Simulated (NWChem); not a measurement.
# BAsH$_{4}$O; SMILES OB[AsH2]

```xyz
7

B     -0.5749     1.2087     0.0043
As     0.0496    -0.7591    -0.0365
H     -0.6754    -1.1128     1.2639
H      1.3909    -0.5171     0.6735
H     -1.7459     1.4507     0.0049
O      0.2539     2.2751    -0.0647
H      1.1947     2.0420    -0.0443
```
Atoms are numbered in this order, from 1.

Program: NWChem. Pople sets run with spherical d functions. All runs use the structure optimised with B3LYP/6-31G* (spherical d). GIAO values for the isolated, static molecule; σ is the absolute isotropic shielding, δ = σ(reference) − σ with the isolated reference molecule computed at the same levels (11B: boron trifluoride, 1H: tetramethylsilane, 17O: water).

```
level               δ B1 (ppm)  σ As2 (ppm)  δ H3 (ppm)  δ H4 (ppm)  δ H5 (ppm)  δ O6 (ppm)  δ H7 (ppm)
------------------  ----------  -----------  ----------  ----------  ----------  ----------  ----------
PBE/pcSseg-1              51.0       1746.6        2.89        2.18        6.61       256.7        6.93
B3LYP/6-31G*              48.3       1893.0        2.83        2.27        6.61       204.2        6.43
B3LYP/6-311G**               ?       1753.3           ?           ?           ?           ?        6.42
BHandHLYP/pcSseg-1        51.6       1813.9        2.76        2.13        6.20       223.3        6.39
```

Q: What belongs in the gaps?

A: 
- B3LYP/6-311G**, δ B1 (ppm): 52.3
- B3LYP/6-311G**, δ H3 (ppm): 2.96
- B3LYP/6-311G**, δ H4 (ppm): 2.36
- B3LYP/6-311G**, δ H5 (ppm): 6.53
- B3LYP/6-311G**, δ O6 (ppm): 244.5
